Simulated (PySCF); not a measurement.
C₂H₄N, SMILES CC#[NH+], charge +1. Atoms are numbered in the order given.

```xyz
7

C      0.0000     0.0000    -1.2658
C      0.0000     0.0000     0.1678
N      0.0000     0.0000     1.3058
H     -0.8952     0.5168    -1.6225
H      0.0000    -1.0337    -1.6225
H      0.8952     0.5168    -1.6225
H      0.0000     0.0000     2.3152
```
Charge +1, spin multiplicity 1.

Geometry optimised at B3LYP-D3(BJ)/def2-TZVP. The isomer is the one that the SMILES or the coordinates give; other isomers of the formula were not compared.

Calculation: B3LYP-D3(BJ)/def2-TZVP in PySCF.

Harmonic, unscaled wavenumbers; measured fundamentals usually lie a few per cent lower.

Modes within 1.5 cm⁻¹ of each other (mostly degenerate sets) share a row, with their intensities summed.

Computed vibrational spectrum:
```tsv
mode	ν (cm⁻¹)	IR (km/mol)	Raman (Å⁴/amu)	depolarisation	moving atoms (share of kinetic energy)
1–2	398	12.9	2.5	0.75	C 55 %, H 33 %, N 12 %
3–4	579	289.9	0.6	0.75	H 80 %, N 17 %
5	921	5.7	2.9	0.05	C 59 %, N 25 %, H 16 %
6–7	1041	17.6	0.4	0.75	H 63 %, C 36 %
8	1391	25.4	10.4	0.51	H 81 %, C 19 %
9–10	1425	42.2	12.9	0.75	H 97 %
11	2383	95.8	83.4	0.25	C 61 %, N 30 %, H 8 %
12	3029	58.3	163.5	0.01	H 97 %
13–14	3109	58.2	111.8	0.75	H 91 %, C 9 %
15	3667	751.1	18.7	0.17	H 87 %, N 12 %
```
